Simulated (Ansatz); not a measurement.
Ansatz (a program for electronic structure) input for FH2InSe2, SMILES [SeH][In]([SeH])[F], PBE/def2-SVPD. Coordinates come from a PBE-D3(BJ)/def2-SVP optimisation. The structure was generated by enumeration; whether it is a known compound was not checked. The def2 effective core potentials stand for the cores of In; spin–orbit coupling is left out. The values are those of a single conformer.

Ansatz 0.2 input:
```yaml
crystal:
  periodic: [false, false, false]
  atoms:
    - {symbol: In, position_ang: [0.44133847, 0.00244223, -0.00000000]}
    - {symbol: F, position_ang: [2.42223374, -0.06051126, 0.00000000]}
    - {symbol: Se, position_ang: [-0.66864233, -2.26828023, 0.00000000]}
    - {symbol: H, position_ang: [0.68295086, -2.88891160, -0.00000001]}
    - {symbol: Se, position_ang: [-0.57184729, 2.31534832, -0.00000000]}
    - {symbol: H, position_ang: [-1.93199278, 1.71352843, 0.00000000]}
basis:
  gaussian:
    orbitals: def2-SVPD
hamiltonian:
  xc: {name: PBE}
```

Program output:

```
WARN ansatz: RAYON_NUM_THREADS=1 ignored (pool sized by the plan → 1); use --threads N
Functional definition: PBE
integrals: 0.12 GiB planned
1568 factors; their error is unknown
mean field: 0.60 GiB planned
mean field evaluation 1: about -138581.2202 eV, gradient 4.8e1 eV
mean field evaluation 2: about -138488.6336 eV, gradient 2.1e2 eV
mean field evaluation 4: about -138584.3417 eV, gradient 2.2e1 eV
mean field evaluation 8: about -138585.6301 eV, gradient 8.4e-2 eV
mean field evaluation 16: about -138585.6101 eV, gradient 6.9e-5 eV
mean field -138585.61007756 eV, -5092.9272336500 hartree, gradient 6.9e-5 eV, S^2 0.000000; 0 other end points of the search recorded, 0 dependent functions left out
reference -138585.61014626 eV, -5092.9272361747 hartree; 50, 50 occupied and 103, 103 virtual orbitals, 1568 factors
Total energy: -138585.61014626 eV, -5092.9272361747 hartree
```

The run converged.

Cost: around 5 core-seconds (rough).
